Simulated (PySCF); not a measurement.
## TiOCl₂: breathing scan

Computed with PBE in PySCF with Ti def2-SVP, O def2-SVP, Cl def2-SVP; no relativity; density-fitted integrals.

Rigid scan from the singlet minimum (Ti–Cl 2.225 Å (×2), Ti–O 1.595 Å; Cl–Ti–Cl 125.8°, Cl–Ti–O 113.8° (×2)). Coordinate: all bonds to the central atom scaled together. Energies in kJ/mol from the minimum.

Problem. Predict the curve at 0.88, 0.92, 0.96, 1.00, 1.04, 1.08, 1.14, 1.22, 1.35.

Solution. 
```tsv
scale of all bonds to the centre	E (kJ/mol)	dipole size (D)
0.88	303.7	1.65
0.92	118.9	1.77
0.96	26.3	1.88
1.00	0.0	1.97
1.04	20.6	2.06
1.08	73.3	2.13
1.14	189.8	2.24
1.22	378.7	2.36
1.35	695.4	2.53
```

At long bonds a restricted determinant can lie too high, and another spin state can fall below this curve.

The scan took 28 s on 2 threads of a shared INTEL XEON PLATINUM 8581C @ 2.30GHz (Emerald Rapids) host; the process peaked at 0.9 GiB.
